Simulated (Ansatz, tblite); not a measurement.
Removing an electron: Sn₂H₆. Charge 0, multiplicity 1. Geometry: PBE0-D4/def2-TZVP. Ansatz, gas phase; energy differences of separate SCF runs; the oxidised species was run as a doublet alone.

Cartesian coordinates in Å:
```
Sn -0.5700 1.2587 -0.0257
H -2.2261 1.1790 0.3808
H 0.2044 2.2941 1.0890
H -0.4343 1.9505 -1.5805
Sn 0.5700 -1.2587 0.0257
H 2.2176 -1.1835 -0.4148
H -0.2270 -2.3040 -1.0636
H 0.4655 -1.9361 1.5892
```

In the def2 sets Sn takes a core potential; there is no spin–orbit coupling. The xTB rows come from tblite.

```tsv
level	−HOMO (eV)	vertical IE (eV)	−LUMO (eV)	HOMO–LUMO gap (eV)
GFN2-xTB	11.19	13.82	6.43	4.76
r2SCAN-D4/def2-TZVP	6.99	9.55	1.03	5.96
PBE0-D4/def2-TZVP	7.73	9.64	0.57	7.16
```

Task: Estimate the rows for GFN1-xTB, PBE-D4/def2-TZVP.

Result: 
| level | −HOMO (eV) | vertical IE (eV) | −LUMO (eV) | HOMO–LUMO gap (eV) |
| --- | --- | --- | --- | --- |
| GFN1-xTB | 11.52 | 14.24 | 5.79 | 5.73 |
| PBE-D4/def2-TZVP | 6.74 | 9.49 | 1.38 | 5.36 |

Relaxing the oxidised species (PBE0-D4/def2-TZVP) changes its energy by -0.90 eV at PBE0-D4/def2-TZVP, so the adiabatic ionisation energy to this nearest minimum is 8.74 eV. At PBE-D4/def2-TZVP it is 8.65 eV.   Raw xTB energy differences between charge states are shifted by several eV; the methods need an empirical correction for them.
